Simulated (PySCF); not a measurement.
## Structure elucidation problem

Molecular formula: C4H6O2Si. Simulated spectra:

¹H NMR (400 MHz, computed): δ 5.04 (t, 2H), 3.36 (br s, 1H), 2.91 (s, 1H), 2.64 (t, 2H).

¹³C{¹H} NMR (computed): δ 194.2 (C), 88.3 (CH), 86.3 (C), 42.6 (CH2).

Theoretical values (PySCF 2.14): geometry from GFN2-xTB, shieldings: GIAO PBE0/pcSseg-1. In vacuum, no relativistic terms, fast rotation and ring inversion assumed for equivalent nuclei, single conformer.

Scale: ¹H (σref 31.72) and ¹³C (σref 186.93) vs TMS (reference shieldings calculated alike).

Task: What is the structure?

Result: 
Rings plus π bonds: 3 (no ring in the answer). 4 carbon signals for 4 carbons: no two carbons are equivalent. Carbon types of the structure: 2 × C, 1 × CH, 1 × CH2, leaving 3 H on heteroatoms. δC 194.2: carbonyl carbon of an ynone. δC 88.3: terminal alkyne carbon; the triple bond shields along its axis, which puts it between sp3 and sp2 carbons. δC 86.3: alkyne carbon; sp carbons lie upfield of alkene carbons because the cylindrical π system leaves one tensor component strongly shielded. δC 42.6: sp3 CH2 bonded to Si, α to a carbonyl; the adjacent C=O deshields it moderately. δH 3.36: hydrogen on an oxygen bonded to Si; labile proton, position sensitive to the medium. δH 2.91: hydrogen on a terminal alkyne carbon; it lies on the axis of the triple bond, in its shielding cone. δH 2.64: hydrogen on an sp3 CH2 bonded to Si, α to a carbonyl; α to C=O.

These data were computed for SMILES C#CC(=O)C[SiH2]O.

This is the structure that produced the data.

Exchangeable OH/NH protons stand at their gas-phase positions; hydrogen bonding in a real sample shifts them, mostly to higher δ. Shifts are as computed. Against solution values, carbons near 30 ppm lie about +3 ppm off and those near 130 ppm about +5 ppm. Of 1309 compounds with measured shifts, 239 miss one by over three times the rms of a fit or turn the order of signals round; such compounds aren't used in these exercises. No couplings were computed; multiplicities are counted from neighbouring protons, with m where these are inequivalent, close in shift, in a saturated or five-membered ring or joined by F or P, and br s for small geminal =CH2 splittings.
